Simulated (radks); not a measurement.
Sm I, configuration [Xe] 4f6 6s2. Calculated with a radial shooting solver on a logarithmic mesh with Libxc functionals: scalar-relativistic Kohn-Sham, HCTH/407, spin-polarised, spherical densities, finite nucleus; open shells are filled with parallel spins first (spin-orbit coupling, left out, can overturn this in heavy ions); Fermi nuclear charge, rms radius 5.0819 fm. Some entries of the table are withheld. Estimate them.

orbital  occ.  eigenvalue (Ry)  <r> (bohr)
1s up       1        -3429.371     0.02275
1s down     1        -3429.371     0.02275
2s up       1        -560.9700     0.09702
2s down     1        -560.9663     0.09702
2p up       3        -500.7024     0.08546
2p down     3        -500.6998     0.08546
3s up       1        -123.0196      0.2550
3s down     1        -122.8615      0.2547
3p up       3        -104.1594      0.2533
3p down     3        -104.0015      0.2530
3d up       5        -78.59272      0.2308
3d down     5        -78.47135      0.2305
4s up       1        -24.58524      0.5791
4s down     1        -24.20048      0.5788
4p up       3        -18.38088      0.6129
4p down     3        -17.99470      0.6126
4d up       5         -9.66648      0.6696
4d down     5         -9.27547      0.6698
5s up       1         -3.29152       1.398
5s down     1         -3.05468       1.426
5p up       3         -1.79281       1.637
5p down     3         -1.62146       1.686
4f up       6         -0.34169      0.9706
6s up       1         -0.26743         (1)
6s down     1         -0.25181         (2)
5d up       0         -0.14462       3.213
5d down     0         -0.10259       3.705
6p up       0         -0.10085       6.242
6p down     0         -0.09412       6.403
4f down     0         -0.00074       1.179

Answer. 
(1) 6s up <r> (bohr): 4.365
(2) 6s down <r> (bohr): 4.504
